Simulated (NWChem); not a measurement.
## Total energies of ethylenediamine (C2H8N2)

```xyz
12

N      0.2764    -1.8395    -0.0518
C     -0.4691    -0.5979    -0.0332
C      0.4691     0.5979    -0.0332
N     -0.2764     1.8395    -0.0518
H     -0.3503    -2.6335    -0.1566
H      0.7620    -1.9764     0.8332
H     -1.1723    -0.4938     0.8251
H     -1.0922    -0.5371    -0.9401
H      1.0922     0.5371    -0.9401
H      1.1723     0.4938     0.8251
H      0.3503     2.6335    -0.1566
H     -0.7620     1.9764     0.8332
```
Charge 0, spin multiplicity 1.

The numbers come from NWChem runs, not from measurements. The geometry was optimised at PBE0/def2-SVP, a minimum by its harmonic frequencies. It is one conformer; others weren't searched.

Basis set: 6-311G** (120 functions).

```
method     total energy (Ha)  relative cost
---------  -----------------  -------------
RHF               -189.32561              1
MP2               -189.99939              4
B2PLYP            -190.36678              3
PBE               -190.31900        under 3
B3LYP             -190.57543        under 3
CAM-B3LYP         -190.47174             20
```

Total energies of different functionals aren't comparable as a measure of quality: only differences taken within one method are. The cost column gives rough processor time relative to RHF; each entry includes its own SCF.

The correlated methods keep 4 core orbitals frozen. B3LYP has NWChem's definition, with VWN1-RPA local correlation. GW and range-separated runs recompute their integrals, the others keep them in memory, which bears on the times. The Pople sets run with spherical d functions.
